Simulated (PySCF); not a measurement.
A geometry optimisation on `[PH2][GeH2][Cl]`.

Method: PBE0-D3(BJ)/def2-SVP geometry optimisation, gas phase (PySCF 2.14.0). Start geometry: GFN2-xTB. The command runs a driver script over a list of jobs; the input below is this job's line of settings and its coordinates in Å.

Command:
```bash
OMP_NUM_THREADS=1 python probes_run.py task.json out
```

Input:
```
{"job": {"xc": "PBE0", "basis": "def2-SVP", "d3": "d3bj", "grid": 1, "shake": 0.01, "kind": "geom"}, "charge": 0, "multiplicity": 1}
P      1.510610    -0.623420     0.301750
Ge    -0.777220    -0.208180     0.032200
Cl    -1.194200     1.745140    -0.697170
H      1.805540    -0.072510    -0.963530
H      1.678180     0.627330     0.903390
H     -1.439020    -1.147290    -0.953460
H     -1.549940    -0.350160     1.326890
```

Output:
```
step   0  E = -2879.94615830  max force = 0.015650
step   1  E = -2879.94868338  max force = 0.007000
step   2  E = -2879.94901136  max force = 0.002870
step   3  E = -2879.94903447  max force = 0.000617
step   4  E = -2879.94903389  max force = 0.000564
step   5  E = -2879.94903529  max force = 0.000607
step   6  E = -2879.94903856  max force = 0.000352
optimisation converged
```

Energies in Eh; «max force» is the largest Cartesian gradient component in Eh/bohr.

**Question.** Give the first gradient maximum in eV/Å.

**Answer.** With 1 Eh/bohr = 51.422 eV/Å, 0.805 eV/Å.

Summary of the converged run: final energy -2879.94904 Eh after 6 steps; dipole 1.16 D.

**Question.** How long does this job take on Intel Xeon Platinum 8488C, one thread, on a shared host? And the peak memory of the process?

**Answer.** About 21 s, with 0.37 GiB resident at the peak, the Python interpreter and its libraries included.
Labels such as C1 count atoms from 1, the log's own numbers from 0.
